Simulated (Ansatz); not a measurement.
Reactions of CH₇FSiSn, SMILES `F[CH]([SiH3])[SnH3]`.

Gas-phase electronic energies from Ansatz, PBE0-D4/def2-TZVP geometries. CBS: MP2 limit from def2 TZ/QZ plus the TZ coupled-cluster correction, frozen cores. DFT in def2-TZVPP. Elements past krypton have def2 core potentials. For Ga, Sn outer-core shells are correlated without core-valence functions, which leaves a few kJ/mol of doubt a bond. Scalar relativity is left out up to krypton. Each species was taken in one conformer, which may not be the lowest.

```
                                                                                 reaction  CCSD(T)/CBS(def2) (kJ/mol)
                               `F[CH]([SiH3])[SnH3]` + `OCF` → `FCOC(F)[SiH3]` + `[SnH4]`                          26
`F[CH]([SiH3])[SnH3]` + `[OH][Ga]([OH])[OH]` → `[OH][Ga]([OH])[O][SiH3]` + `F[CH2][SnH3]`                        -109
    `F[CH]([SiH3])[SnH3]` + `[OH][Al]([F])[F]` → `[F][Al]([F])[O][SiH3]` + `F[CH2][SnH3]`                        -117
`F[CH]([SiH3])[SnH3]` + `C=[C]1[CH2][AlH]1` → `[SnH3]/[CH]=[C]1\[CH2][AlH]1` + `FC[SiH3]`                           ?
```

Question: Fill in the missing values. (Best estimate.)

Answer: Ansatz gave: `F[CH]([SiH3])[SnH3]` + `C=[C]1[CH2][AlH]1` → `[SnH3]/[CH]=[C]1\[CH2][AlH]1` + `FC[SiH3]`: -18.6 kJ/mol.

Largest T1 diagnostic: 0.014, for `[OH][Ga]([OH])[OH]`.
